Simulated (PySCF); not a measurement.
## Working out the ionisation energy of Br²⁺

Br²⁺ [Ar] 3d10 4s2 4p3 (4S) → Br³⁺ [Ar] 3d10 4s2 4p2 (3P). Computed with PySCF 2.14 in jorge-DZP-DKH (8s6p2d1f, 43 functions), with the spin-free X2C one-electron Hamiltonian (Gaussian nucleus). Frozen: [Ar] 3d10. Energies in hartree (1 hartree = 27.21139 eV):

| part | Br²⁺ (lower) | Br³⁺ (upper) |
| --- | --- | --- |
| UHF | -2603.132956 | -2601.861650 |
| CCSD correlation | -0.032362 | -0.036366 |
| (T) | -0.000161 | -0.000157 |

Question: What does Hartree-Fock give?

Answer: (-2601.861650) − (-2603.132956) = 1.271306 hartree = 34.594 eV.

Question: What do CCSD and CCSD(T) give?

Answer: The CCSD correlation energies differ by -0.004004 hartree = -0.109 eV and the triples by 0.000004 hartree = 0.000 eV, so CCSD gives 34.485 eV and CCSD(T) 34.485 eV.

Reference: 34.871 ± 0.019 eV (measured; NIST Atomic Spectra Database, ionization energies), between the lowest levels; spin-orbit coupling is absent from the calculation.

A double-zeta basis recovers only part of the correlation energy.

What remains against the reference includes basis incompleteness, the frozen core and higher excitations.
